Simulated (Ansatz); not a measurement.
Consider the hydrogenolysis of a Ge–C bond: `C[O][GeH]([CH3])[SH]` + H₂ → `C[O][GeH2][SH]` + CH₄.

Isolated molecules relaxed with PBE0-D4/def2-TZVP in Ansatz; ΔE leaves out vibrations. CCSD(T)/CBS adds triple-zeta CCSD(T) − MP2 to the extrapolated MP2 energy (def2 sets, frozen cores). This one scheme is used for every species. Functionals use def2-TZVPP. B3LYP here is the variant with VWN-RPA as its local correlation; programs differ in this. For Ge outer-core shells are correlated without core-valence functions, which leaves a few kJ/mol of doubt a bond. Scalar relativity is left out up to krypton. Each species was taken in one conformer, which may not be the lowest.

`C[O][GeH]([CH3])[SH]`:

Cartesian coordinates in Å:
```
C -1.829 0.273 0.598
O -0.653 1.033 0.740
Ge 0.814 0.545 -0.140
C 1.349 -1.261 0.334
S 0.408 0.516 -2.330
H -2.632 0.794 1.123
H -1.728 -0.728 1.038
H -2.120 0.160 -0.453
H 1.817 1.646 0.223
H 0.598 -1.978 0.000
H 1.459 -1.339 1.416
H 2.301 -1.503 -0.140
H 0.216 1.842 -2.410
```

H₂:

```xyz
2

H     0.015    0.366    0.073
H    -0.015   -0.366   -0.073
```

`C[O][GeH2][SH]`:

Z-matrix (Å, degrees):
```
C
O 1 1.409
H 1 1.098 2 111.9
H 1 1.092 2 107.9 3 -118.9
H 1 1.096 2 111.9 3 121.9
Ge 2 1.773 1 118.8 3 -61.9
S 6 2.220 2 111.0 1 -59.5
H 6 1.538 2 110.1 1 56.2
H 6 1.530 2 104.0 1 179.9
H 7 1.343 6 94.0 2 -68.8
```

CH₄:

Z-matrix (Å, degrees):
```
C
H 1 1.090
H 1 1.090 2 109.5
H 1 1.090 2 109.5 3 -120.0
H 1 1.090 2 109.5 3 120.0
```

```json
{"level": "PBE-D4", "ΔE (kJ/mol)": "-27.2", "difference from CCSD(T)/CBS": "-2.3"}
{"level": "r2SCAN-D4", "ΔE (kJ/mol)": "-27.9", "difference from CCSD(T)/CBS": "-3.0"}
{"level": "PBE0-D4", "ΔE (kJ/mol)": "-29.3", "difference from CCSD(T)/CBS": "-4.4"}
{"level": "B3LYP-D4", "ΔE (kJ/mol)": "-30.8", "difference from CCSD(T)/CBS": "-5.9"}
{"level": "ωB97X-V", "ΔE (kJ/mol)": "-29.7", "difference from CCSD(T)/CBS": "-4.8"}
{"level": "ωB97M-V", "ΔE (kJ/mol)": "-28.5", "difference from CCSD(T)/CBS": "-3.6"}
{"level": "B2PLYP", "ΔE (kJ/mol)": "-33.9", "difference from CCSD(T)/CBS": "-9.0"}
{"level": "PBE", "ΔE (kJ/mol)": "-33.8", "difference from CCSD(T)/CBS": "-8.9"}
{"level": "r2SCAN", "ΔE (kJ/mol)": "-29.9", "difference from CCSD(T)/CBS": "-5.0"}
{"level": "PBE0", "ΔE (kJ/mol)": "-35.2", "difference from CCSD(T)/CBS": "-10.3"}
{"level": "B3LYP", "ΔE (kJ/mol)": "-41.3", "difference from CCSD(T)/CBS": "-16.4"}
{"level": "HF/def2-TZVPP", "ΔE (kJ/mol)": "-51.0", "difference from CCSD(T)/CBS": "-26.1"}
{"level": "MP2/def2-TZVPP", "ΔE (kJ/mol)": "-19.6", "difference from CCSD(T)/CBS": "5.3"}
{"level": "SCS-MP2/def2-TZVPP", "ΔE (kJ/mol)": "-26.3", "difference from CCSD(T)/CBS": "-1.4"}
{"level": "CCSD/def2-TZVPP", "ΔE (kJ/mol)": "-30.1", "difference from CCSD(T)/CBS": "-5.2"}
{"level": "CCSD(T)/def2-TZVPP", "ΔE (kJ/mol)": "-25.7", "difference from CCSD(T)/CBS": "-0.8"}
{"level": "HF/def2-QZVPP", "ΔE (kJ/mol)": "-51.8", "difference from CCSD(T)/CBS": "-26.9"}
{"level": "MP2/def2-QZVPP", "ΔE (kJ/mol)": "-19.3", "difference from CCSD(T)/CBS": "5.6"}
{"level": "SCS-MP2/def2-QZVPP", "ΔE (kJ/mol)": "-26.1", "difference from CCSD(T)/CBS": "-1.2"}
{"level": "HF/CBS(def2)", "ΔE (kJ/mol)": "-51.9", "difference from CCSD(T)/CBS": "-27.0"}
{"level": "MP2/CBS(def2)", "ΔE (kJ/mol)": "-18.7", "difference from CCSD(T)/CBS": "6.2"}
{"level": "CCSD/CBS(def2)", "ΔE (kJ/mol)": "-29.2", "difference from CCSD(T)/CBS": "-4.3"}
{"level": "CCSD(T)/CBS", "ΔE (kJ/mol)": "-24.9", "difference from CCSD(T)/CBS": "0"}
```

Largest T1 diagnostic among the species: 0.012.

The D4 term adds +10.5 kJ/mol with B3LYP and +5.9 kJ/mol with PBE0; it sums over pairs of atoms, weighted by their polarisabilities, and B3LYP, whose exchange is more repulsive, gets the larger term. In def2-TZVPP, CCSD(T) changes the Hartree–Fock value by +25.3 kJ/mol (the triples alone add +4.4 kJ/mol) and MP2 by +31.5 kJ/mol.
